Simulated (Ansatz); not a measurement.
CuPHF₃⁻, that is Cu(PF3)H with one electron more. Charge -1, multiplicity 2. Geometry PBE0-D4/def2-SVP, that of the neutral singlet.

```xyz
6

Cu    0.9250    0.0271    1.2816
P    -0.3490   -0.0097   -0.4929
F     0.0846    0.8243   -1.7606
F    -1.8361    0.5018   -0.3613
F    -0.6282   -1.3946   -1.1960
H     1.8038    0.0511    2.5292
```

At PBE-D4/def2-TZVPD, r2SCAN-D4/def2-TZVPD, PBE0-D4/def2-TZVPD the highest occupied level of the charge -1 doublet lies above zero (up to 2.05 eV). By energy differences its removal costs 0.28 eV (vertical, to the charge 0 singlet, at PBE-D4/def2-TZVPD); a positive level beside a positive removal energy at the same level points to self-interaction error.

Problem. Estimate the α-spin orbital energies around the gap (eV) in Ansatz with PBE-D4/def2-TZVPD, r2SCAN-D4/def2-TZVPD, PBE0-D4/def2-TZVPD.

Solution. 
| orbital | PBE-D4/def2-TZVPD | r2SCAN-D4/def2-TZVPD | PBE0-D4/def2-TZVPD |
| --- | --- | --- | --- |
| HOMO−5 | -1.73 | -1.75 | -3.50 |
| HOMO−4 | -1.65 | -1.72 | -3.44 |
| HOMO−3 | -1.22 | -1.26 | -3.17 |
| HOMO−2 | -1.22 | -1.26 | -3.16 |
| HOMO−1 | -0.89 | -0.94 | -1.97 |
| HOMO | 2.05 | 1.91 | 1.41 |
| LUMO | 2.20 | 2.41 | 2.97 |
| LUMO+1 | 3.09 | 3.64 | 3.63 |
| LUMO+2 | 3.92 | 4.26 | 4.58 |
| LUMO+3 | 4.11 | 4.33 | 4.63 |
| LUMO+4 | 4.26 | 4.69 | 4.77 |
| LUMO+5 | 4.27 | 4.86 | 4.87 |
| β HOMO | -0.76 | -0.78 | -1.87 |
| β LUMO | 2.38 | 2.64 | 3.17 |
